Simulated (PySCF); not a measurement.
Compound: C3H8OSi.
SMILES: `C[SiH2]C(C)=O`

Torsions of this conformer, `[CH3:1][SiH2:2][C:3]([CH3:4])=[O:5]`: C1–Si2–C3–C4 165°.

The closed-shell ground state was solved at several levels (PySCF, density fitting, gas phase, non-relativistic). One conformer (not necessarily the lowest) at the PBE0-D3(BJ)/def2-SVP geometry, without solvent, vibrations or thermal averaging.

| level | basis functions | total energy (Eh) | HOMO (eV) | LUMO (eV) | gap (eV) | dipole (D) |
| --- | --- | --- | --- | --- | --- | --- |
| PBE0/cc-pVDZ | 114 | -483.4995 | -6.55 | -0.76 | 5.79 | 1.68 |
| PBE0/pcSseg-0 | 65 | -482.6902 | -6.83 | -1.00 | 5.83 | 2.21 |
| PBE0/aug-cc-pVDZ | 191 | -483.5150 | -6.78 | -1.09 | 5.69 | 1.97 |
| PBE0/IGLO-III | 264 | -483.5845 | -6.79 | -1.10 | 5.69 | 1.97 |

(1) Estimate the row for PBE0/cc-pVTZ, a basis of 266 functions; the other rows only guide the guess.

(2) How much does the basis alone move the frontier levels among the 5 PBE0 rows (the withheld one included)?

(3) How far do the dipole and the HOMO energy spread over the levels?

Results:

(1) Total energy -483.5745 Eh, HOMO -6.73 eV, LUMO -1.00 eV, gap 5.73 eV, dipole 1.84 D.

(2) The HOMO by 0.28 eV and the LUMO by 0.34 eV. By rising basis size (HOMO, LUMO in eV): pcSseg-0 -6.83, -1.00; cc-pVDZ -6.55, -0.76; aug-cc-pVDZ -6.78, -1.09; IGLO-III -6.79, -1.10; cc-pVTZ -6.73, -1.00.

(3) The dipole runs from 1.68 to 2.21 D (mean 1.93 D) and the HOMO from -6.83 to -6.55 eV.
